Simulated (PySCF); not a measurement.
Gas-phase reaction: Ga₂O + HF + 2 F → GaOH + GaF₃

Energies from PySCF, thermal terms from the rigid-rotor harmonic-oscillator model, ideal gas at 1 bar. † marks an energy on the PBE0/def2-TZVP geometry and frequencies; other levels use their own. MP2 and CCSD(T) freeze the core. 6-31G* has spherical d functions here. Open shells (unrestricted): F (multiplicity 2, electronic degeneracy 6); the rest are closed-shell singlets. Spin-orbit splitting is ignored; it lowers the true energy and changes the entropy of F. Ga: all electrons, no relativistic terms. GaOH: computed as isolated molecules; such fragments, hydroxides, amides, oligomers or adducts are transient or little studied in the gas. MP2 isn't extrapolated to the basis-set limit; its ΔH°(298 K) is -855.6 kJ in def2-SVP and -884.9 kJ in def2-TZVPP. CCSD(T) isn't extrapolated to the basis-set limit; its ΔH°(298 K) is -789.1 kJ in def2-SVP and -821.1 kJ in def2-TZVPP. The harmonic model lacks anharmonicity and excited electronic states, which grow with temperature; levels with a mode under 35 cm⁻¹ are left out. Soft modes under 120 cm⁻¹ make the harmonic entropy rough for Ga₂O.

| level | ΔE electronic, kJ | ΔH°(298 K), kJ | ΔS°(298 K), J/K | ΔG°(2500 K), kJ |
|---|---|---|---|---|
| CCSD(T)/def2-TZVPP† | -826 | -821 | -242 | -198 |
| HF/6-31G* | -594 | -588 | -250 | 58 |
| MP2/def2-SVP† | -861 | -856 | -242 | -233 |
| MP2/def2-TZVPP† | -890 | -885 | -242 | -262 |
| PBE0/def2-QZVP† | -825 | -820 | -242 | -197 |
| PBE0/def2-SVP† | -825 | -820 | -242 | -197 |
| r2SCAN/def2-TZVP† | -849 | -844 | -242 | -221 |
| LDA/def2-TZVP† | -998 | -993 | -242 | -370 |
ΔH° is lowest at LDA/def2-TZVP† and highest at HF/6-31G*. No reference value is set beside these.
